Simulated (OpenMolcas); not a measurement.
C II: effect of correlating more closed shells

```json
{
 "Program": "OpenMolcas 26.06",
 "Basis": "ANO-RCC-VTZP [4s3p2d1f]",
 "Scalar Hamiltonian": "DKH2, point nucleus",
 "Active space": "3 electrons in 4 orbitals (2s 2p)",
 "State averaging": "2S+1 = 4 odd, 1 root; 2S+1 = 2 odd, 11 roots; 2S+1 = 4 even, 3 roots; 2S+1 = 2 even, 9 roots",
 "Spin-orbit coupling": "RASSI with atomic mean-field integrals over the reference wave functions, term energies averaged over their components"
}
```

Methods on the same reference wave functions:
A. CASSCF
B. MS-CASPT2, IPEA 0.25 Eh, imaginary shift 0.1 Eh (closed shells correlated: none)
C. MS-CASPT2, IPEA 0.25 Eh, imaginary shift 0.1 Eh (closed shells correlated: 1s)

Energies in cm-1 above 2s2 2p 2P* 1/2, the measured ground level; measured values from NIST Handbook of Basic Atomic Spectroscopic Data.

| Level | A | B | C | Measured |
| --- | --- | --- | --- | --- |
| 2s2 2p 2P* 1/2 | 0.0 | 0.0 | 0.0 | 0.0 |
| 2s2 2p 2P* 3/2 | 56.9 | 57.3 | 57.3 | 63.4 |
| 2s 2p2 4P 1/2 | 37422 | 41420 | 41340 | 43003 |
| 2s 2p2 4P 3/2 | 37442 | 41440 | 41360 | 43025 |
| 2s 2p2 4P 5/2 | 37477 | 41480 | 41400 | 43054 |
| 2s 2p2 2D 3/2 | 80895 | 75340 | 75090 | 74933 |
| 2s 2p2 2D 5/2 | 80895 | 75340 | 75090 | 74930 |
| 2s 2p2 2S 1/2 | 102733 | 97690 | 97470 | 96494 |
| 2s 2p2 2P 1/2 | 121313 | 113840 | 113200 | 110624 |
| 2s 2p2 2P 3/2 | 121353 | 113880 | 113240 | 110666 |
| 2p3 4S* 3/2 | 139491 | 141660 | 140860 | 142027 |
| 2p3 2D* 3/2 | 161823 | 153250 | 152610 | 150467 |
| 2p3 2D* 5/2 | 161823 | 153250 | 152610 | 150462 |
| 2p3 2P* 1/2 | 185152 | 174690 | 174010 | 168730 |
| 2p3 2P* 3/2 | 185155 | 174690 | 174010 | 168748 |

Deviations, from unrounded energies. A percentage is the sum of absolute deviations over the sum of measured energies, with the sign that they share, or ± where signs differ.

```csv
Against measurement,Levels,A,B,C
mean absolute deviation (cm-1),14,8200,2200,2000
fine structure of the ground term (%),1,-10.2,-9.7,-9.6
other configurations (%),13,±8.3,±2.3,±2.0
```

C lies closest to measurement on these levels and A furthest from it. The largest miss of C in the table is 2p3 2P* 1/2, by +5300 cm-1. The ranking rests on the paired levels alone, and a cruder setting can come out closer through cancelling errors.

Between B and C the level of the table that moves most is 2p3 4S* 3/2, by 800 cm-1 (lowest in C, highest in B). Moves below CASPT2's spread within the term are not significant.

The mean deviations of B to C differ by less than CASPT2's widest spread within a term (860 cm-1), so their order carries little weight.

The lowest spin-free term lies below A's lowest term by 0.034 hartree in B, 0.040 hartree in C.

What an inner shell adds also hangs on whether the basis holds functions to correlate it.

CASPT2 breaks the degeneracy within a term, and the mean is taken; among the terms shown or strongly mixed into the levels shown the widest spread is 860 cm-1 (2p3 2D*, B). Without dynamic correlation excited terms often stand tens of per cent too high (terms of higher spin than the ground term too low), and those without a measured partner can miss by more than the paired ones (holds for A). Measured partners are found by configuration, term and J. A level has none where our copy of the source lacks it or the pairing is in doubt (some pairs that miss far off the trend of their configuration count as doubtful), and it then counts in no deviation. Only configurations of the active space appear.

* marks odd parity.
